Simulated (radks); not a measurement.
Q: Species: neutral iron. Configuration: [Ar] 3d6 4s2 (the NIST ground configuration). Method: non-relativistic Kohn-Sham, LDA (Slater exchange, Perdew-Wang correlation), spin-polarised, spherical densities, point nucleus; open shells are filled with parallel spins first; hard spherical wall at 2.5 bohr; computed with a radial shooting solver on a logarithmic mesh with Libxc functionals. Some entries of the table are withheld. Estimate them.

orbital  occ.  eigenvalue (eV)  <r> (bohr)  r(max) (bohr)
1s up       1        -6889.268     0.05925        0.03903
1s down     1        -6889.251     0.05925        0.03903
2s up       1        -777.9333      0.2710         0.2258
2s down     1        -775.8566      0.2707         0.2257
2p up       3        -668.3506      0.2374         0.1811
2p down     3        -666.7677      0.2370         0.1809
3s up       1         -70.8043      0.8329         0.7144
3s down     1         -66.6026      0.8370         0.7154
3p up       3         -39.1362      0.8736         0.7243
3p down     3         -35.0555      0.8802         0.7262
3d up       5          13.0900      0.9794         0.7238
3d down     1          16.9197      0.9963         0.7340
4s up       1          37.4619       1.524          1.688
4s down     1          39.5629       1.527          1.696
4p up       0          51.0395       1.508          1.730
4p down     0          53.1733       1.509          1.738
4d up       0              (1)       1.402          1.790
4d down     0              (2)       1.393          1.799
5s up       0         162.0704       1.453            (3)
5s down     0         164.4449       1.451            (4)

A: 
(1) 4d up eigenvalue (eV): 75.4081
(2) 4d down eigenvalue (eV): 77.8635
(3) 5s up r(max) (bohr): 2.056
(4) 5s down r(max) (bohr): 2.059
